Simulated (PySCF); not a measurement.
## Electron correlation in Co⁺ (cobalt, charge +1)

[Ar] 3d8, high-spin 3F determinant. All numbers are calculated (PySCF 2.14, scalar relativity by spin-free X2C-1e, in x2c-TZVPPall with one added diffuse shell each of s, p, d, f type (7s6p5d3f1g, 80 functions)). Frozen: [Ne]; 16 electrons correlated.

| level | correlation energy (mhartree) |
| --- | --- |
| CCSD | -582.61 |
| (T) | -14.82 |
| CCSD(T) | -597.43 |

Diagnostics: T1 = 0.013, D1 = 0.0258, largest double amplitude 0.022.

Cost of the coupled-cluster step: roughly 27 core-seconds, for 16 correlated electrons.

Iterations:

```
CC2 = 0
CCSD nocc = (np.int64(9), np.int64(7)), nmo = (75, 75)
frozen orbitals [[0, 1, 2, 3, 4], [0, 1, 2, 3, 4]]
max_cycle = 100
direct = 0
conv_tol = 1e-08
conv_tol_normt = 1e-06
diis_space = 8
diis_start_cycle = 0
Init t2, MP2 energy = -0.629674705916308
Init E_corr(UCCSD) = -0.629674705916602
cycle = 1  E_corr(UCCSD) = -0.556265055025775  dE = 0.0734096509  norm(t1,t2) = 0.122258
cycle = 2  E_corr(UCCSD) = -0.590504429996659  dE = -0.034239375  norm(t1,t2) = 0.0638672
cycle = 3  E_corr(UCCSD) = -0.58295599253152  dE = 0.00754843747  norm(t1,t2) = 0.0457435
cycle = 4  E_corr(UCCSD) = -0.58214132882349  dE = 0.000814663708  norm(t1,t2) = 0.00507777
cycle = 5  E_corr(UCCSD) = -0.582494881743313  dE = -0.00035355292  norm(t1,t2) = 0.0025141
cycle = 6  E_corr(UCCSD) = -0.582660993411738  dE = -0.000166111668  norm(t1,t2) = 0.000822281
cycle = 7  E_corr(UCCSD) = -0.582614168094614  dE = 4.68253171e-05  norm(t1,t2) = 0.000387805
cycle = 8  E_corr(UCCSD) = -0.582594861427945  dE = 1.93066667e-05  norm(t1,t2) = 0.000120296
cycle = 9  E_corr(UCCSD) = -0.582604357606248  dE = -9.4961783e-06  norm(t1,t2) = 4.89207e-05
cycle = 10  E_corr(UCCSD) = -0.582606315303273  dE = -1.95769703e-06  norm(t1,t2) = 1.89017e-05
cycle = 11  E_corr(UCCSD) = -0.582605633363196  dE = 6.81940077e-07  norm(t1,t2) = 8.88598e-06
cycle = 12  E_corr(UCCSD) = -0.582605664965926  dE = -3.16027304e-08  norm(t1,t2) = 4.58308e-06
cycle = 13  E_corr(UCCSD) = -0.582605638553085  dE = 2.64128414e-08  norm(t1,t2) = 2.20835e-06
cycle = 14  E_corr(UCCSD) = -0.58260558483496  dE = 5.37181246e-08  norm(t1,t2) = 1.06448e-06
cycle = 15  E_corr(UCCSD) = -0.582605640696338  dE = -5.58613773e-08  norm(t1,t2) = 4.66044e-07
cycle = 16  E_corr(UCCSD) = -0.582605648887923  dE = -8.19158497e-09  norm(t1,t2) = 1.88129e-07
UCCSD converged
E(UCCSD) = -1392.14967519763  E_corr = -0.5826056488879228
UCCSD(T) correction = -0.0148200517676753
```

This basis was not built for core-valence correlation, so the inner-shell part is incomplete.
